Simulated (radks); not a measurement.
Q: These are the eigenvalues of the occupied orbitals of an atom or ion with whole-number occupations (Ry). All-electron calculation, non-relativistic Kohn-Sham, TPSS, spin-polarised, spherical densities, point nucleus; meta-GGA in the generalised Kohn-Sham scheme. Program: a radial shooting solver on a logarithmic mesh with Libxc functionals.

| orbital | eigenvalue |
|---|---|
| 1s up | -3898.829 |
| 1s down | -3898.826 |
| 2s up | -792.5568 |
| 2s down | -791.7943 |
| 2p up | -766.2967 |
| 2p down | -765.7289 |
| 3s up | -304.0060 |
| 3s down | -303.2727 |
| 3p up | -293.5032 |
| 3p down | -292.6676 |
| 3d up | -276.4034 |

Which element is it, and in what charge state? The configuration may be excited. Open shells, if any, are filled with parallel spins first.

A: Z = 66, dysprosium, charge +46: Dy46+ in [Ar] 3d2. The list shows which subshells hold electrons but not how many an open one holds; the 1s level, -1949.4 hartree, gives Z - s = 62.4 by -(Z - s)^2/2, which with screening narrows Z to a few neighbours, and the depths of the outer levels then fix element, charge and occupations together.
